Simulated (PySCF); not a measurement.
The PySCF input:
```python
from pyscf import gto, scf, cc

mol = gto.M(
    atom='''
Cl   -1.61661384   -1.23096321    0.93274935
B    -0.92672809   -0.08648054   -0.07001120
Cl   -1.65821554    0.92536222   -1.18015171
B     0.92672809    0.08648054    0.07001120
Cl    1.81616846   -0.89455649   -0.94870065
Cl    1.45866093    1.20015748    1.19610301
''',
    basis='sto-3g',
    charge=1,
    spin=1,
    verbose=4,
    cart=True,
)

mf = scf.UHF(mol)
mf.kernel()

mycc = cc.CCSD(mf)
mycc.kernel()
et = mycc.ccsd_t()
print('E(CCSD(T)) = %.10f' % (mycc.e_tot + et))
mf.analyze()
```

Question: What does this run give for the total energy, SCF-reference <S^2>, SCF-reference HOMO energy?

Answer: 
| Quantity | Result |
|---|---|
| total energy | -1867.0219 Eh |
| SCF-reference <S^2> | 0.755 |
| SCF-reference HOMO energy | -16.82 eV |

These values belong to the state on which the SCF converged, which isn't shown to be the lowest.
